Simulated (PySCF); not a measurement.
C₅H₆FN₃.
Atom-mapped SMILES: `[F:1][c:2]1[n:3][n:4][cH:5][n:6]1[CH:7]1[CH2:8][CH2:9]1`

Cartesian coordinates in Å at the GFN2-xTB level; atoms count from 1:
```
atom  x, y, z in Å
F1     1.322    2.224   -1.261
C2     1.660    1.072   -0.715
N3     2.852    0.587   -0.595
N4     2.719   -0.602    0.019
C5     1.459   -0.804    0.252
N6     0.707    0.244   -0.198
C7    -0.698    0.461   -0.162
C8    -1.494   -0.028    1.012
C9    -1.633   -0.701   -0.320
H10    1.061   -1.673    0.732
H11   -0.958    1.410   -0.614
H12   -2.300    0.594    1.367
H13   -0.966   -0.548    1.796
H14   -1.200   -1.682   -0.446
H15   -2.536   -0.546   -0.889
```

NICS is the negative of the GIAO shielding at a point without a nucleus: at the ring centre (0) and 1 Å above and below it (1); zz is the component along the ring normal. Level: GIAO PBE0/pcSseg-1 (PySCF, non-relativistic, gas phase) on the GFN2-xTB geometry, one conformer.

Ring bond lengths (Å), with Mayer bond orders in brackets: C2–N3 1.292 (1.63), N3–N4 1.344 (1.18), N4–C5 1.297 (1.65), C5–N6 1.366 (1.11), N6–C2 1.364 (1.15); C7–C8 1.500 (0.95), C8–C9 1.498 (0.96), C9–C7 1.500 (0.95).

What do the NICS probes read (ppm)?

```json
{"ring": "C2–N3–N4–C5–N6", "type": "5-membered ring with 3 N; formal bonds all aromatic", "NICS(0)": "-11.9", "NICS(1), two faces": "-10.2 / -10.2", "NICS(1)zz, two faces": "-26.0 / -26.0", "rms pucker (Å)": "0.00", "centre to ring atoms, mean (Å)": "1.13"}
{"ring": "C7–C8–C9", "type": "3-membered carbocycle; formal bonds all single", "NICS(0)": "-40.3", "NICS(1), two faces": "-6.5 / -8.3", "NICS(1)zz, two faces": "-20.2 / -23.3", "rms pucker (Å)": "0.00", "centre to ring atoms, mean (Å)": "0.87"}
```

What do they say, and how far can they be read as aromaticity?

- C2–N3–N4–C5–N6: mean NICS(1)zz -26.0 ppm, shielded. The ring is flat and has no four-coordinate atom; by the NICS criterion it is aromatic.
- C7–C8–C9: mean NICS(1)zz -21.8 ppm, shielded. C7, C8, C9 have four or more neighbours, so the value isn't read as a sign of a π ring current. The two faces differ by 3.1 ppm, so no symmetry operation interchanges them. NICS(0) lies 33 ppm below the mean NICS(1).

What does the geometric index give? HOMA takes Krygowski's 1993 parameters.

- C2–N3–N4–C5–N6: HOMA 0.87; the largest term is that of C2–N3, α(R − Ropt)² = 0.17. The geometric and the magnetic index point the same way.

At the second NICS(1) probe listed for ring C2–N3–N4–C5–N6, 1 Å off the ring, what do the in-plane components average?

The isotropic value is a third of the trace: (3 × -10.2 − (-26.0))/2 = -2.3 ppm.

Give the inner angles of the rings and the Hirshfeld charges of the ring atoms.

- C2–N3–N4–C5–N6: C2 112.4° (+0.169 e), N3 106.5° (-0.182 e), N4 108.4° (-0.157 e), C5 110.8° (+0.032 e), N6 101.9° (-0.015 e); sum 540.0° against 540° for a flat convex ring.
- C7–C8–C9: C7 59.9° (+0.015 e), C8 60.0° (-0.083 e), C9 60.0° (-0.083 e); sum 180.0° against 180° for a flat convex ring.

How shielded are the nuclei of the rings and their hydrogens (means over atoms taken as equivalent)?

| atoms | environment | σ isotropic (ppm) | principal values of the symmetric part, first atom (ppm) |
| --- | --- | --- | --- |
| C2 | aromatic C–F carbon | 19.6 | -62.0, 53.2, 67.7 |
| N3 | pyridine-type nitrogen | -48.4 | -272.0, -49.2, 176.0 |
| N4 | pyridine-type nitrogen | -86.0 | -351.3, -105.8, 199.1 |
| C5 | aromatic CH next to a ring nitrogen | 50.4 | -43.9, 77.9, 117.1 |
| N6 | pyrrole-type nitrogen | 82.3 | 7.1, 78.9, 160.7 |
| C7 | sp3 carbon bound to nitrogen | 160.1 | 121.2, 145.0, 214.0 |
| C8 (×2) | three-membered-ring carbon | 175.6 | 142.0, 174.3, 210.4 |
| H10 | aromatic hydrogen | 24.49 | 20.5, 23.6, 29.3 |
| H11 | methine hydrogen | 28.38 | 20.5, 28.8, 35.9 |
| H12 (×2) | methylene hydrogen | 30.54 | 24.7, 26.2, 40.7 |
| H13 (×2) | methylene hydrogen | 30.78 | 25.0, 29.0, 38.4 |
